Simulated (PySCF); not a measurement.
C₂H₆ClGe, doublet, at a GFN2-xTB geometry. Base run: DF-BLYP/def2-SV(P) run with PySCF.

The PySCF input:
```python
from pyscf import gto, scf, dft

mol = gto.M(
    atom='''
C    -1.46227593   -1.38567636   -0.24122926
Ge    0.02346958   -0.18135771    0.51114402
C     1.79175284   -0.92385091   -0.22761516
Cl   -0.22727828    1.62377093   -0.66284067
H    -2.44170759   -0.97316624   -0.02411314
H    -1.38775922   -2.38226495    0.17966092
H    -1.31797432   -1.42742709   -1.31689746
H     1.65992525   -1.03916426   -1.29954464
H     2.60837650   -0.23618025   -0.03579624
H     2.01498204   -1.88529291    0.22143958
''',
    basis='def2-sv(p)',
    spin=1,
    verbose=5,
)

mf = dft.UKS(mol)
mf.xc = 'blyp'
mf = mf.density_fit(auxbasis='def2-universal-jkfit')
mf.kernel()
```

The base run was repeated with changes; each row names its change, and settings that it needs were set with it.

```
change               basis functions       E (Eh)   HOMO (eV)  dipole (D)  core-seconds (rough)
-------------------  ---------------  -----------  ----------  ----------  --------------------
base                              90  -2616.55190       -4.83        2.01                    10
basis = LANL2DZ                   46    -98.42294       -5.02        2.87                     5
basis = 3-21G             (withheld)   (withheld)  (withheld)  (withheld)                     7
basis = cc-pVDZ                  103  -2617.00508       -4.89        2.29                    10
basis = pc-1                     103  -2616.96861       -5.05        2.36                    10
basis = def2-SVP                 108  -2616.56732       -4.84        2.01                    10
basis = def2-SVPD                153  -2616.58606       -5.11        2.38                    20
basis = aug-pcseg-1              163   (withheld)       -5.11  (withheld)                    20
basis = aug-cc-pVDZ              163  -2617.02098       -5.09        2.33                    20
basis = def2-TZVP                183  -2617.09320       -5.03        2.23                    30
basis = pc-2                     221   (withheld)  (withheld)        2.33                    30
basis = cc-pVTZ                  221   (withheld)       -5.02  (withheld)                    30
basis = def2-TZVPP               236  -2617.09595       -5.03        2.23                    40
```

Task: Fill in the missing entries.

Result: 
- basis = 3-21G, basis functions: 65
- basis = 3-21G, E (Eh): -2604.33001
- basis = 3-21G, HOMO (eV): -4.85
- basis = 3-21G, dipole (D): 3.00
- basis = aug-pcseg-1, E (Eh): -2616.79898
- basis = aug-pcseg-1, dipole (D): 2.34
- basis = pc-2, E (Eh): -2617.16778
- basis = pc-2, HOMO (eV): -5.07
- basis = cc-pVTZ, E (Eh): -2617.13766
- basis = cc-pVTZ, dipole (D): 2.26

Totals compare only among sets that treat the same electrons; sets with core potentials leave the core out.

Open shells are given as the SCF converged; they aren't shown to be the lowest states, and a large step between rows can be another state.
